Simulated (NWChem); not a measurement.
Species: MoNH3S2O; SMILES [O]=[Mo]([SH])([SH])=[NH]

```xyz
8

Mo     0.2988     0.0098     0.0000
O      1.3094     1.3425     0.0000
N      1.1607    -1.4806     0.0000
H      2.0829    -1.9202     0.0000
S     -0.9638    -0.0452     1.9697
H     -1.1952     1.2901     1.9645
S     -0.9638    -0.0452    -1.9697
H     -1.1952     1.2901    -1.9645
```
Atoms are numbered in this order, from 1.

Program: NWChem. Medium grid unless said otherwise, to which SCAN and Minnesota functionals are sensitive. Geometry: optimised at PBE0/def2-SVP. No frequency run checked for a minimum. def2 effective core potentials on Mo; no spin-orbit coupling.

For level M06-2X/def2-SVP:

```
Quantity                     Result
---------------------------  ------
highest occupied level (eV)   -8.64
orbital gap (eV)               6.86
```

### Question
What are these values for level B3LYP/def2-SVP?

### Answer
| Quantity | Result |
|---|---|
| highest occupied level (eV) | -7.26 |
| orbital gap (eV) | 4.51 |
